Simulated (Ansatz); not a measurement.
`OBO[SiH2][SiH3]`. Charge 0, multiplicity 1.

Z-matrix (Å, degrees):
```
Si
Si 1 2.346
O 1 1.658 2 112.7
H 1 1.487 2 110.3 3 -120.3
H 1 1.487 2 110.3 3 120.3
H 2 1.487 1 111.2 3 60.9
H 2 1.489 1 107.8 3 180.0
H 2 1.487 1 111.2 3 -60.9
B 3 1.361 1 131.9 2 -0.1
O 9 1.352 3 120.5 1 -179.9
H 9 1.200 3 121.8 1 0.1
H 10 0.963 9 112.3 3 0.0
```

**Question.** List the harmonic frequencies (cm⁻¹, unscaled) at PBE0-D4/def2-TZVP in Ansatz. (Best estimate.)

**Answer.** Computed: 64, 83, 98, 142, 214, 352, 392, 441, 519, 609, 639, 747, 779, 825, 896, 919, 936, 936, 955, 1039, 1137, 1240, 1440, 2210, 2219, 2221, 2226, 2233, 2611, 3853.

**Question.** Is this a minimum?

**Answer.** Yes, all 30 modes are real.

**Question.** Give the ideal-gas thermochemistry at 298.15 K and 1 bar (rigid rotor, harmonic oscillator; point group Cs, symmetry number 1).

**Answer.** Zero-point energy 197.2 kJ/mol; H(298) − E = 221.7 kJ/mol; entropy 377.0 J/(mol·K), of which translation 167.0, rotation 116.6, vibration 93.4; G(298) − E = 109.3 kJ/mol. Modes under 100 cm⁻¹ are hindered rotations or soft bends, so the harmonic entropy is rough.

**Question.** And at 400, 500, 600, 800 and 1000 K?

**Answer.** 
```tsv
T (K)	H − E (kJ/mol)	S (J/mol/K)	G − E (kJ/mol)
400	236.0	418.2	68.7
500	252.4	454.6	25.1
600	270.5	487.6	-22.1
800	310.9	545.5	-125.6
1000	355.2	595.0	-239.7
```
